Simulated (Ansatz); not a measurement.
The cluster Te2Pb3⁺. The state is a doublet with charge 1. Geometry PBE0-D4/def2-SVP; atoms count from 1.

```xyz
5

Pb    0.1148   -0.3209    2.0803
Pb   -1.3416    1.6082   -0.1436
Pb    1.0475   -1.0973   -1.6732
Te   -1.4861   -1.4233   -0.2484
Te    1.6654    1.2333   -0.0151
```

In the def2 sets Pb, Te take a core potential; there is no spin–orbit coupling. The structure comes from a short search, and lower isomers may exist.

**Question.** Estimate the Mulliken populations from the PBE0/def2-TZVP orbitals of Ansatz.

**Answer.** 
| atom | charge (e) | spin (α − β) |
| --- | --- | --- |
| Pb1 | 0.44 | 0.47 |
| Pb2 | 0.43 | 0.47 |
| Pb3 | 0.60 | -0.01 |
| Te4 | -0.24 | 0.03 |
| Te5 | -0.24 | 0.03 |
Mulliken values depend strongly on the basis.

**Question.** Where does the spin sit?

**Answer.** Summed by element: Pb 0.93, Te 0.07, of 1 unpaired in all. Largest on single atoms: Pb2 0.47, Pb1 0.47, Te5 0.03.

**Question.** And the Mayer bond orders between heavy atoms (over 0.3)?

**Answer.** Pb1–Pb2 0.54 (3.28 Å); Pb1–Te4 0.76 (3.03 Å); Pb1–Te5 0.76 (3.03 Å); Pb2–Te4 0.75 (3.04 Å); Pb2–Te5 0.76 (3.03 Å); Pb3–Te4 0.97 (2.92 Å); Pb3–Te5 0.97 (2.93 Å).
